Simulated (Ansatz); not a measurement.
```xyz
8

O     1.3764   -0.9030    0.3113
C     0.7131   -0.2009   -0.7025
In   -0.9591    0.9525    0.0777
I    -1.6878   -0.4927    2.2538
H     0.7269   -1.3098    0.8987
H     0.3224   -0.8615   -1.4883
H     1.4321    0.4765   -1.1662
H    -1.9240    2.3389   -0.1844
```

The species carries charge 0 and has multiplicity 1. In, I takes the def2 core potential.

(1) List the PBE/def2-TZVPP orbital energies in eV (Ansatz 0.2.0). (Estimate.)

## Answers

(1) Computed: Occupied: -510.55, -270.60, -179.44, -126.75, -126.62, -126.59, -122.48, -80.21, -80.00, -79.87, -48.86, -48.82, -48.80, -48.69, -48.69, -25.85, -19.45, -19.36, -19.29, -19.20, -19.17, -16.82, -16.66, -12.65, -10.97, -10.77, -9.62, -7.63, -7.22, -6.50, -6.38, -5.92. Lowest empty: -2.62, -1.72, -0.96, 0.40, 0.99, 1.10, 1.24, 1.77.
